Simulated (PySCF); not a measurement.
CH₈BOPSi.
SMILES: `BP[SiH2]OC`

Jobs on this species (13 atoms, 56 electrons) with PySCF (density fitting). Hardware of each: an Arm Neoverse V2 with one thread, no GPU, on a shared host. Other jobs ran on the host; a repeat could differ by tens of per cent or more. Peak memory is the resident size of the whole Python process, interpreter and libraries included.

```csv
level and settings,work,basis functions,SCF cycles,wall time,peak memory
"delta-SCF UKS PBE, pcX-2 on the ionised atom, pcseg-1 elsewhere, spin-free X2C","ΔSCF core ionisation, 7 holes",160,?,?,?
"PBE0-D3(BJ)/def2-SVP, grid level 1",geometry optimisation from a GFN2-xTB start shaken at random,118,?,?,?
"delta-SCF UKS SCAN, pcX-1 on the ionised atom, pcseg-1 elsewhere, spin-free X2C","ΔSCF core ionisation, 7 holes",140,?,?,?
"delta-SCF UKS SCAN, pcX-2 on the ionised atom, pcseg-1 elsewhere, non-relativistic","ΔSCF core ionisation, 7 holes",160,109,29 s,0.59 GiB
"delta-SCF UKS SCAN, def2-TZVP on the ionised atom, pcseg-1 elsewhere, spin-free X2C","ΔSCF core ionisation, 7 holes",137,107,28 s,0.58 GiB
"delta-SCF UKS SCAN, pcX-2 on the ionised atom, pcseg-1 elsewhere, spin-free X2C","ΔSCF core ionisation, 7 holes",160,108,30 s,0.58 GiB
"delta-SCF UKS B3LYP, pcX-2 on the ionised atom, pcseg-1 elsewhere, spin-free X2C","ΔSCF core ionisation, 7 holes",160,96,38 s,0.66 GiB
"delta-SCF UKS PBE0, pcX-2 on the ionised atom, pcseg-1 elsewhere, spin-free X2C","ΔSCF core ionisation, 7 holes",160,94,36 s,0.66 GiB
"delta-SCF UKS HF, pcX-2 on the ionised atom, pcseg-1 elsewhere, spin-free X2C","ΔSCF core ionisation, 7 holes",160,96,23 s,0.62 GiB
```

Q: Fill in the missing figures.

A: 
- delta-SCF UKS PBE, pcX-2 on the ionised atom, pcseg-1 elsewhere, spin-free X2C; ΔSCF core ionisation, 7 holes: 19 s, 0.61 GiB, 111 SCF cycles
- PBE0-D3(BJ)/def2-SVP, grid level 1; geometry optimisation from a GFN2-xTB start shaken at random: 46 s, 0.56 GiB, 77 SCF cycles
- delta-SCF UKS SCAN, pcX-1 on the ionised atom, pcseg-1 elsewhere, spin-free X2C; ΔSCF core ionisation, 7 holes: 24 s, 0.58 GiB, 106 SCF cycles

Q: What do all jobs in the table cost together?

A: About 4.5 min; the longest takes about 17 % of that, and about 2.4 times as long as the shortest.
